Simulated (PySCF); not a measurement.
Computed IR spectrum (relative IR intensity) of a molecule C₄H₁₀OSi. Geometry: B3LYP-D3(BJ)/def2-SVP. The values are those of a single conformer. All values below come from B3LYP-D3(BJ)/def2-SVP (PySCF). Frequencies are harmonic and unscaled.

Lines under 2 % of the strongest are left out, and lines within 2 cm⁻¹ are merged.

| ν (cm⁻¹) | relative intensity |
|---|---|
| 532 | 2.4 |
| 635 | 16 |
| 646 | 9.3 |
| 871 | 15 |
| 903 | 2.9 |
| 926 | 100 |
| 950 | 16 |
| 955 | 18 |
| 1041 | 40 |
| 1102 | 3.9 |
| 1259 | 2.1 |
| 1387 | 2.1 |
| 1450 | 2.0 |
| 1463 | 2.7 |
| 2202 | 45 |
| 2226 | 34 |
| 2234 | 44 |
| 3014 | 33 |
| 3019 | 4.5 |
| 3061 | 7.2 |
| 3066 | 15 |
| 3103 | 7.1 |
| 3113 | 5.0 |
| 3120 | 8.2 |

**Question.** Which molecule gave these data?
(A) OC[SiH]1CCC1
(B) C[C@@]1([SiH3])CCO1
(C) C[SiH2]CCC=O
(D) CC(C)=CO[SiH3]

**Answer.** B, C[C@@]1([SiH3])CCO1
